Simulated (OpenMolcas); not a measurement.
## OpenMolcas run: Ba

Input:

```
&GATEWAY
Coord
1

Ba 0.0 0.0 0.0
Basis=ANO-RCC
Group=XYZ
NoMove
AngMom=0.0 0.0 0.0
AMFI
&SEWARD
* reference wave functions (RASSCF and RASSI steps not shown): 2 electrons in 9 orbitals (5d 6s 6p)
>>> COPY JOB001 $Project.JobIph
&CASPT2
Multistate=18 1 2 3 4 5 6 7 8 9 10 11 12 13 14 15 16 17 18
Frozen=14 9
IPEA=0.25
Imaginary=0.1
MaxIter=60
WThr=0.0 0.3 0.05
PrWF=0.5
NoMix
>>> COPY JOB002 $Project.JobIph
&CASPT2
Multistate=21 1 2 3 4 5 6 7 8 9 10 11 12 13 14 15 16 17 18 19 20 21
Frozen=14 9
IPEA=0.25
Imaginary=0.1
MaxIter=60
WThr=0.0 0.3 0.05
PrWF=0.5
NoMix
>>> COPY JOB003 $Project.JobIph
&CASPT2
Multistate=18 1 2 3 4 5 6 7 8 9 10 11 12 13 14 15 16 17 18
Frozen=14 9
IPEA=0.25
Imaginary=0.1
MaxIter=60
WThr=0.0 0.3 0.05
PrWF=0.5
NoMix
...
```

Output, cut to the results:

```
--- CASPT2 ---
Orbital specifications:
      -----------------------

      Symmetry species                           1   2
                                                ag  au
      Frozen orbitals                           14   9
      Inactive orbitals                          1   3
      Active orbitals                            6   3
      Secondary orbitals                        49  43
      Deleted orbitals                           0   0
      Number of basis functions                 70  58
Type of calculation                        MS-CASPT2
      Fock operator                              state-specific
      IPEA shift                                 0.25
      Real shift                                 0.00
      Imaginary shift                            0.10
      The input orbitals will be transformed to quasi-canonical
Reference energy:       -8129.1020856594
      E2 (Non-variational):      -0.2107075720
      Shift correction:          -0.0005528142
      E2 (Variational):          -0.2112603862
      Total energy:           -8129.3133460456
      Residual norm:              0.0000000615
      Reference weight:           0.92448
      Contributions to the CASPT2 correlation energy
      Active & Virtual Only:         -0.0051825002
      One Inactive Excited:          -0.0425247400
      Two Inactive Excited:          -0.1630003318
Reference energy:       -8129.1020856594
      E2 (Non-variational):      -0.2107074229
      Shift correction:          -0.0005527795
      E2 (Variational):          -0.2112602024
      Total energy:           -8129.3133458618
      Residual norm:              0.0000000612
      Reference weight:           0.92448
      Contributions to the CASPT2 correlation energy
      Active & Virtual Only:         -0.0051824992
      One Inactive Excited:          -0.0425246677
      Two Inactive Excited:          -0.1630002560
::    CASPT2 Root  1     Total energy:  -8129.31334605
::    CASPT2 Root  2     Total energy:  -8129.31334586
::    CASPT2 Root  3     Total energy:  -8129.31334703
::    CASPT2 Root  4     Total energy:  -8129.31334705
::    CASPT2 Root  5     Total energy:  -8129.31334561
::    CASPT2 Root  6     Total energy:  -8129.26050852
::    CASPT2 Root  7     Total energy:  -8129.26018831
::    CASPT2 Root  8     Total energy:  -8129.25979808
::    CASPT2 Root  9     Total energy:  -8129.26033533
::    CASPT2 Root 10     Total energy:  -8129.25951665
::    CASPT2 Root 11     Total energy:  -8129.26010357
::    CASPT2 Root 12     Total energy:  -8129.25950079
::    CASPT2 Root 13     Total energy:  -8129.24510811
::    CASPT2 Root 14     Total energy:  -8129.24510811
::    CASPT2 Root 15     Total energy:  -8129.24510809
::    CASPT2 Root 16     Total energy:  -8129.20125457
::    CASPT2 Root 17     Total energy:  -8129.20125456
::    CASPT2 Root 18     Total energy:  -8129.20125456
::    MS-CASPT2 Root  1     Total energy:  -8129.31334728
::    MS-CASPT2 Root  2     Total energy:  -8129.31334707
::    MS-CASPT2 Root  3     Total energy:  -8129.31334602
::    MS-CASPT2 Root  4     Total energy:  -8129.31334571
::    MS-CASPT2 Root  5     Total energy:  -8129.31334561
::    MS-CASPT2 Root  6     Total energy:  -8129.26092830
::    MS-CASPT2 Root  7     Total energy:  -8129.26061405
::    MS-CASPT2 Root  8     Total energy:  -8129.26030304
::    MS-CASPT2 Root  9     Total energy:  -8129.25997210
::    MS-CASPT2 Root 10     Total energy:  -8129.25966900
::    MS-CASPT2 Root 11     Total energy:  -8129.25942825
::    MS-CASPT2 Root 12     Total energy:  -8129.25909258
--- CASPT2 ---
Orbital specifications:
      -----------------------

      Symmetry species                           1   2
                                                ag  au
      Frozen orbitals                           14   9
      Inactive orbitals                          1   3
      Active orbitals                            6   3
      Secondary orbitals                        49  43
      Deleted orbitals                           0   0
      Number of basis functions                 70  58
Type of calculation                        MS-CASPT2
      Fock operator                              state-specific
      IPEA shift                                 0.25
      Real shift                                 0.00
      Imaginary shift                            0.10
      The input orbitals will be transformed to quasi-canonical
Reference energy:       -8129.1553906607
      E2 (Non-variational):      -0.1995732460
      Shift correction:          -0.0003875828
      E2 (Variational):          -0.1999608287
      Total energy:           -8129.3553514895
      Residual norm:              0.0000001929
      Reference weight:           0.93345
      Contributions to the CASPT2 correlation energy
      Active & Virtual Only:         -0.0015991836
      One Inactive Excited:          -0.0291103482
      Two Inactive Excited:          -0.1688637142
Reference energy:       -8129.0942386613
      E2 (Non-variational):      -0.2084362824
      Shift correction:          -0.0008114964
      E2 (Variational):          -0.2092477788
      Total energy:           -8129.3034864401
      Residual norm:              0.0000003233
      Reference weight:           0.92098
      Contributions to the CASPT2 correlation energy
      Active & Virtual Only:         -0.0071648318
      One Inactive Excited:          -0.0375999335
      Two Inactive Excited:          -0.1636715171
::    CASPT2 Root  1     Total energy:  -8129.35535149
::    CASPT2 Root  2     Total energy:  -8129.30348644
::    CASPT2 Root  3     Total energy:  -8129.30348253
::    CASPT2 Root  4     Total energy:  -8129.30349369
::    CASPT2 Root  5     Total energy:  -8129.30341194
::    CASPT2 Root  6     Total energy:  -8129.30326660
::    CASPT2 Root  7     Total energy:  -8129.25079815
::    CASPT2 Root  8     Total energy:  -8129.25071012
::    CASPT2 Root  9     Total energy:  -8129.25079822
...
```

Levels above the lowest, from the spin-orbit matrix with the single-state CASPT2 energies, averaged by term, on its diagonal:

| Configuration | Term | J | E (cm-1) | Measured (cm-1) | g | Term weight % | Second |
| --- | --- | --- | --- | --- | --- | --- | --- |
| 6s2 | 1S | 0 | 0.0 | 0.0 |  | 100 |  |
| 5d 6s | 3D | 1 | 8890 | 9034 | 0.499 | 100 |  |
| 5d 6s | 3D | 2 | 9090 | 9216 | 1.165 | 99 |  |
| 5d 6s | 3D | 3 | 9440 | 9597 | 1.334 | 100 |  |
| 5d 6s | 1D | 2 | 11420 | 11395 | 1.002 | 99 |  |
| 6s 6p | 3P* | 0 | 12100 | 12266 |  | 100 |  |
| 6s 6p | 3P* | 1 | 12290 | 12637 | 1.501 | 100 |  |
| 6s 6p | 3P* | 2 | 12670 | 13515 | 1.501 | 100 |  |
| 6s 6p | 1P* | 1 | 17920 | 18060 | 1.000 | 100 |  |
| 5d2 | 3F | 2 | 20450 |  | 0.671 | 99 |  |
| 5d2 | 3F | 3 | 20820 |  | 1.084 | 100 |  |
| 5d2 | 3F | 4 | 21250 |  | 1.249 | 99 |  |
| 5d 6p | 3F* | 2 | 21450 | 22065 | 0.677 | 97 | 3 1D* |
| 5d 6p | 3F* | 3 | 21970 | 22947 | 1.083 | 100 |  |
| 5d 6p | 3F* | 4 | 22630 | 23757 | 1.251 | 100 |  |
| 5d2 | 1D | 2 | 22900 |  | 1.024 | 93 | 6 3P |
| 5d 6p | 1D* | 2 | 22990 | 23074 | 1.004 | 90 | 5 3D* |
| 5d2 | 3P | 0 | 23540 |  |  | 85 | 15 1S |
| 5d 6p | 3D* | 1 | 23700 | 24192 | 0.507 | 99 |  |
| 5d2 | 1G | 4 | 23900 |  | 1.002 | 99 |  |
| 5d2 | 3P | 1 | 24020 |  | 1.501 | 100 |  |
| 5d 6p | 3D* | 2 | 24080 | 24532 | 1.162 | 94 | 5 1D* |
| 5d 6p | 3D* | 3 | 24440 | 24980 | 1.322 | 96 | 4 1F* |
| 5d2 | 3P | 2 | 24470 |  | 1.473 | 94 | 6 1D |

Against the 15 measured excited levels shown (NIST Handbook of Basic Atomic Spectroscopic Data) the mean absolute deviation is 420 cm-1; the largest miss in energy is 5d 6p 3F* 4: computed 22630, measured 23757 cm-1 (-4.7 %), and the largest in proportion 6s 6p 3P* 2 (-6.3 %).

CASPT2 does not keep the components of a term degenerate, so their means are used; among the terms shown or strongly mixed into the levels shown the widest spread is 780 cm-1 (5d2 1G). Some levels mix across a computed gap that differs much from the measured one, so their mixing is not that of the real levels. A single d shell beside an s shell can misplace configurations of different d count against each other. The CASPT2 spread within a term exceeds the gap to the next term for 5d2 1G and 5d 6p 3D*, so the order of their levels is uncertain. Computed and measured levels are paired by configuration, term and J; levels that our copy of the source lacks, or whose pairing is in doubt (as where it misses far off the trend of its configuration), stay unpaired and out of the deviations. Only configurations of the active space appear. The first state left out of the spin-orbit step lies near 43000 cm-1 above the lowest spin-free state of the reference (among the parities and spins computed), and the list stops at four fifths of that energy or lower. The table shows the lowest 24 of 33 levels.

The term weight is that of the spin-free term in the level, not the purity of its configuration. * marks odd parity.
